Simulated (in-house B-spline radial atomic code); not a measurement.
A fraction x of an electron is removed from 3d in the manganese ion Mn⁺, starting from [Ar] 3d5 4s1 and keeping the highest spin. Level of theory: non-relativistic B3LYP, spin-polarised, spherical fractional occupations, point nucleus; calculated with an all-electron radial atomic-structure program (B-spline basis).

Caution: exact exchange at fractional occupations of open shells leaves self-interaction of up to several eV.

```json
{"x": "0", "E(x) - E(0) (eV)": "0.0000", "3d up level (eV)": "-18.338"}
{"x": "0.07", "E(x) - E(0) (eV)": "1.3175", "3d up level (eV)": "-19.306"}
{"x": "0.13", "E(x) - E(0) (eV)": "2.5010", "3d up level (eV)": "-20.148"}
{"x": "0.34", "E(x) - E(0) (eV)": "7.0476", "3d up level (eV)": "-23.173"}
{"x": "0.39", "E(x) - E(0) (eV)": "8.2247", "3d up level (eV)": "-23.912"}
{"x": "0.5", "E(x) - E(0) (eV)": "?", "3d up level (eV)": "?"}
{"x": "0.6", "E(x) - E(0) (eV)": "13.5772", "3d up level (eV)": "-27.084"}
{"x": "0.74", "E(x) - E(0) (eV)": "?", "3d up level (eV)": "?"}
{"x": "0.77", "E(x) - E(0) (eV)": "18.4059", "3d up level (eV)": "-29.735"}
{"x": "0.92", "E(x) - E(0) (eV)": "23.0453", "3d up level (eV)": "-32.133"}
{"x": "1", "E(x) - E(0) (eV)": "25.6679", "3d up level (eV)": "-33.434"}
```

Task: What belongs in the row x = 0.5?

Result: An energy change of 10.9453 eV; 3d up at -25.559 eV.

Task: What belongs in the row x = 0.74?

Result: An energy change of 17.5209 eV; 3d up at -29.262 eV.

Task: Check Janak's theorem between x = 0.07 and 0.13.

Result: The slope of the energy is 19.73 eV; the orbital levels give 19.73 eV (-ε of the emptying orbital, averaged over the two points).
